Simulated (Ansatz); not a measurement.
An input meant for Si21OH32⁻ (charge -1, doublet; scaled by 1.12).

```yaml
crystal:
  periodic: [false, false, false]
  atoms:
    - {symbol: Si, position_ang: [-4.058131, 1.691486, -0.457394]}
    - {symbol: Si, position_ang: [-2.159789, -3.727631, 2.185277]}
    - {symbol: Si, position_ang: [1.007118, -3.779791, -0.505738]}
    - {symbol: Si, position_ang: [-1.657971, 1.691165, -4.028868]}
    - {symbol: Si, position_ang: [1.128768, -1.156318, -3.776399]}
    - {symbol: O, position_ang: [-1.863624, -1.386947, -1.248242]}
    - {symbol: Si, position_ang: [-0.939553, 1.226838, 2.951909]}
    - {symbol: Si, position_ang: [0.811244, -0.748329, 2.725626]}
    - {symbol: Si, position_ang: [0.471104, 1.640076, -0.658465]}
    - {symbol: Si, position_ang: [3.932593, -0.763990, -0.720688]}
    - {symbol: Si, position_ang: [3.594083, 2.403526, 2.701325]}
    - {symbol: Si, position_ang: [-2.897726, -1.980230, 0.372570]}
    - {symbol: Si, position_ang: [-2.868573, 0.158771, -2.244450]}
    - {symbol: Si, position_ang: [-2.510264, 2.686349, 1.418320]}
    - {symbol: Si, position_ang: [-0.519260, -2.544944, -2.246970]}
    - {symbol: Si, position_ang: [-0.242872, -2.900134, 3.819659]}
    - {symbol: Si, position_ang: [2.293846, -1.992393, 0.937225]}
    - {symbol: Si, position_ang: [-0.288134, 0.088595, -5.595024]}
    - {symbol: Si, position_ang: [-0.252993, 3.361570, -2.535681]}
    - {symbol: Si, position_ang: [2.331344, 0.630661, -2.249750]}
    - {symbol: Si, position_ang: [2.692982, 0.389932, 4.184355]}
    - {symbol: Si, position_ang: [2.107175, 3.283986, 0.671334]}
    - {symbol: H, position_ang: [-4.606722, 2.970073, -1.422949]}
    - {symbol: H, position_ang: [-5.419312, 0.928230, 0.186140]}
    - {symbol: H, position_ang: [-3.663235, -3.511520, 2.956501]}
    - {symbol: H, position_ang: [-2.124735, -5.311599, 1.614638]}
    - {symbol: H, position_ang: [2.111145, -4.567453, -1.517109]}
    - {symbol: H, position_ang: [0.212260, -4.966098, 0.394188]}
    - {symbol: H, position_ang: [-3.045923, 2.274987, -4.816831]}
    - {symbol: H, position_ang: [2.091358, -2.405036, -4.401005]}
    - {symbol: H, position_ang: [0.097390, 2.751539, 3.601969]}
    - {symbol: H, position_ang: [0.047390, 2.451539, 3.601969]}
    - {symbol: H, position_ang: [4.805046, -1.987178, -1.499637]}
    - {symbol: H, position_ang: [5.013909, 0.187111, 0.157288]}
    - {symbol: H, position_ang: [5.109607, 1.922335, 2.126953]}
    - {symbol: H, position_ang: [3.870805, 3.707302, 3.747032]}
    - {symbol: H, position_ang: [-4.376822, -2.432001, -0.294628]}
    - {symbol: H, position_ang: [-3.082386, -0.545038, 1.227577]}
    - {symbol: H, position_ang: [-4.016354, -0.834706, -3.000462]}
    - {symbol: H, position_ang: [-3.584968, 3.366880, 2.553029]}
    - {symbol: H, position_ang: [-1.635897, 3.969994, 0.767870]}
    - {symbol: H, position_ang: [-1.548500, -3.572880, -3.107693]}
    - {symbol: H, position_ang: [0.886334, -4.150011, 3.940846]}
    - {symbol: H, position_ang: [-0.978781, -2.675663, 5.323035]}
    - {symbol: H, position_ang: [3.213728, -2.951377, 1.995302]}
    - {symbol: H, position_ang: [-1.297717, -0.949500, -6.465253]}
    - {symbol: H, position_ang: [0.696514, 0.942116, -6.666528]}
    - {symbol: H, position_ang: [0.896517, 4.134545, -3.512047]}
    - {symbol: H, position_ang: [-1.364015, 4.540637, -2.040770]}
    - {symbol: H, position_ang: [3.221495, 1.630418, -3.294619]}
    - {symbol: H, position_ang: [2.034688, 0.947428, 5.636411]}
    - {symbol: H, position_ang: [3.934301, -0.699415, 4.546430]}
    - {symbol: H, position_ang: [1.176390, 4.526169, 1.354295]}
    - {symbol: H, position_ang: [3.242203, 4.056280, -0.328121]}
basis:
  gaussian: {orbitals: 6-31G, fitting: {mean_field: cc-pVTZ-jkfit}}
total_charge: -1
magnetization: {spin_polarized: true, initial_magnetization: 1}
hamiltonian: {xc: {name: PBE0-DH}, pseudopotentials: {relativity: scalar}}
output: {forces: true}
```

```sh
$ ansatz run in.yaml --threads 2 --pin off --events-out ev --progress --plain --max-ram 32768MiB --backend cuda --devices 0, --max-vram 18GiB
```

Shortened log:

```
Functional definition: PBE0-DH
3580 factors; integrals over basis functions are off by at most 1.5e-3 eV
mean field evaluation 1: about -168161.1516 eV, gradient 2.6e1 eV
mean field evaluation 2: about -168161.1575 eV, gradient 2.6e1 eV
mean field evaluation 4: about -168165.3763 eV, gradient 5.9e0 eV
mean field evaluation 8: about -168165.7068 eV, gradient 2.1e-1 eV
mean field evaluation 16: about -168165.7108 eV, gradient 5.1e-3 eV
mean field evaluation 32: about -168165.7108 eV, gradient 9.8e-5 eV
mean field evaluation 64: about -168165.3171 eV, gradient 3.6e0 eV
mean field -168165.71076801 eV, -6179.9758839118 hartree, gradient 3.3e-7 eV, S^2 0.761596; 5 other end points of the search recorded, 0 dependent functions left out
106 core orbitals not correlated: weight in the atoms' cores, before any rotation towards them, 1.000 or more for the frozen orbitals, at most 0.000 for the correlated occupied ones
reference -168165.71082077 eV, -6179.9758858505 hartree; 62, 61 occupied and 178, 179 virtual orbitals, 3580 factors
second order -53.45581433 eV of doubles, -0.00000000 eV of singles
Total energy: -168172.39279756 eV, -6180.2214439683 hartree
Relativity: scalar
Atom 0 force    -0.632057     0.187565    -0.641446 eV/Å
Atom 1 force    -1.422157     0.073768     0.212384 eV/Å
Atom 2 force     0.162601    -0.454291    -0.542279 eV/Å
Atom 3 force    -0.941434    -0.081408     0.014504 eV/Å
Atom 4 force    -0.027704    -0.617882    -0.012656 eV/Å
Atom 5 force    -0.407021    -0.314901    -0.148329 eV/Å
Atom 6 force    -2.399419    -2.532917    -0.275117 eV/Å
Atom 7 force     0.961530    -0.114202    -0.087895 eV/Å
Atom 8 force     0.819436     0.646903    -0.633753 eV/Å
Atom 9 force     0.310813    -0.205740     0.111184 eV/Å
Atom 10 force     0.808936     0.388810     0.213458 eV/Å
Atom 11 force     0.034952     0.500864    -0.612754 eV/Å
Atom 12 force    -0.122838    -0.838024    -0.119958 eV/Å
Atom 13 force    -0.078474     1.259077    -0.371224 eV/Å
Atom 14 force    -0.811511     0.141254     0.277409 eV/Å
Atom 15 force    -0.323715    -0.554448     0.314996 eV/Å
Atom 16 force     0.572591    -0.915599     0.352008 eV/Å
Atom 17 force    -0.030731     0.017073    -0.068533 eV/Å
Atom 18 force    -0.210826     0.576944    -0.554736 eV/Å
Atom 19 force     0.441228    -0.121371    -0.418696 eV/Å
Atom 20 force     0.158053    -0.195149     0.381300 eV/Å
Atom 21 force     0.362316     1.054622    -0.155848 eV/Å
Atom 22 force     0.606397    -1.468458     1.340533 eV/Å
Atom 23 force     1.729620     1.030162    -0.715345 eV/Å
Atom 24 force     1.872491    -0.527799    -0.631737 eV/Å
Atom 25 force     0.038178     2.022439     0.762847 eV/Å
Atom 26 force    -1.269172     0.889244     1.355914 eV/Å
Atom 27 force     0.983330     1.499092    -1.107521 eV/Å
Atom 28 force     1.735783    -0.557364     0.754032 eV/Å
Atom 29 force    -1.069163     1.565067     0.642439 eV/Å
Atom 30 force    19.221387   111.882976    -0.175973 eV/Å
Atom 31 force   -17.734554  -110.156838     0.512791 eV/Å
Atom 32 force    -1.050651     1.526568     0.998632 eV/Å
Atom 33 force    -1.328637    -1.214236    -1.083125 eV/Å
Atom 34 force    -1.890826     0.587389     0.757296 eV/Å
Atom 35 force    -0.285157    -1.627202    -1.204275 eV/Å
Atom 36 force     1.656527     0.564190     1.022907 eV/Å
Atom 37 force     0.105028    -1.680584    -0.889356 eV/Å
Atom 38 force     1.160189     1.328673     0.871910 eV/Å
Atom 39 force     1.365641    -0.838962    -1.314136 eV/Å
Atom 40 force    -1.187702    -1.476531     0.725909 eV/Å
Atom 41 force     1.369329     1.116790     0.966638 eV/Å
Atom 42 force    -1.394284     1.649246    -0.123918 eV/Å
Atom 43 force     0.974701    -0.301641    -1.882606 eV/Å
Atom 44 force    -1.011601     1.083274    -1.265080 eV/Å
Atom 45 force     1.298150     1.315903     1.047360 eV/Å
Atom 46 force    -1.257482    -1.100385     1.297914 eV/Å
Atom 47 force    -1.464612    -0.879821     1.083427 eV/Å
Atom 48 force     1.318687    -1.403013    -0.683848 eV/Å
Atom 49 force    -0.953644    -1.278056     1.189061 eV/Å
Atom 50 force     0.866327    -0.653894    -1.765100 eV/Å
Atom 51 force    -1.557368     1.410482    -0.403319 eV/Å
Atom 52 force     1.188095    -1.402149    -0.689139 eV/Å
Atom 53 force    -1.259576    -0.805507     1.370852 eV/Å
Dipole moment:    -0.162097    -0.489847     0.411118 e Å
```

In this input one atom was put on top of another. The calculation finished and met its thresholds. The result belongs to that input, not to the species as meant.

Correlated methods freeze 106 core orbitals. The highest occupied level of an anion often lies above zero with these methods, and sets without diffuse functions describe the outer electron poorly.
